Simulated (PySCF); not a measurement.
## Input and output

[Ce(PH3)2]3+ (singlet in the valence; each metal's 4f electrons, 1 of them, lie in its core potential, out of spins and levels). PySCF 2.14.0, RKS PBE, Ce lcecp-1-SVP with ECP47, P def2-SVP, H def2-SVP; non-relativistic Hamiltonian with scalar-relativistic core potentials where named; density fitting; no spin-orbit coupling. Purpose: all atoms moved at random, sigma 0.1 A.

```python
mol = gto.M(atom='''
Ce     1.14084     0.91284    -0.04117
P     -0.20476    -0.24784     2.66267
H      0.68455    -0.23861     3.70412
H     -1.19192     0.82751     3.34681
H     -0.88037    -1.17658     2.33777
P      0.03911    -0.14179    -2.68256
H      0.95916    -0.40302    -3.53295
H     -0.93887    -1.38777    -2.63671
H     -1.04441     0.85866    -3.15797''',
    basis={'Ce': 'lcecp-1-SVP', 'P': 'def2-SVP', 'H': 'def2-SVP'},
    ecp={'Ce': 'lcecp-1-SVP'},
    charge=3, spin=0)
mf = dft.RKS(mol, xc='PBE')
mf.grids.atom_grid = (50, 194)  # f atoms: unpruned, at least (60, 302)
mf = mf.density_fit()  # fitting sets: Ce AutoAux, P def2-universal-JKFIT, H def2-universal-JKFIT
mf.conv_tol = 1e-08; mf.max_cycle = 55
mf.kernel(dm0)  # dm0: converged density of the relaxed state
mf.nuc_grad_method().kernel()
```

Run from Python with OMP_NUM_THREADS=2; the lines above give its settings. Where DIIS fails, smearing, a level shift and second-order steps follow.
It took 4.7 s on 2 threads of Arm Neoverse V1, on a shared host, from an already converged density.

(1) Where do the frontier levels lie, over both spins?

(2) What are the Mulliken charges and spins?

(3) What forces act on the atoms (eV/Å)?

(4) How does its energy compare with the relaxed singlet of charge +3 in vacuum?

An lcecp potential fixes the number of 4f electrons, so in runs with it no electron can move into or out of that shell.

## Answers

(1) HOMO -20.31 eV, LUMO -17.82 eV. The 4f levels lie in the core potential and are missing.

(2) 
```csv
atom,charge (e),spin (e)
Ce1,1.862,0.000
P2,0.007,0.000
H3,0.206,0.000
H4,0.237,0.000
H5,0.119,0.000
P6,-0.087,0.000
H7,0.176,0.000
H8,0.246,0.000
H9,0.233,0.000
```
The spin of the 4f electrons in the core isn't counted.

(3) 
```
Ce  -0.18 -0.16  0.45
P    2.76  9.95  1.42
H    0.99 -0.93  1.08
H    1.21 -1.59 -1.29
H   -4.76 -7.31 -1.63
P   -6.14  0.30  3.22
H    3.03 -0.77 -3.38
H    1.55  1.46  0.00
H    1.55 -0.95  0.12
```
Forces carry noise of the integration grid, about 0.01 to 0.03 eV/Å.

(4) It lies 2.148 eV higher.
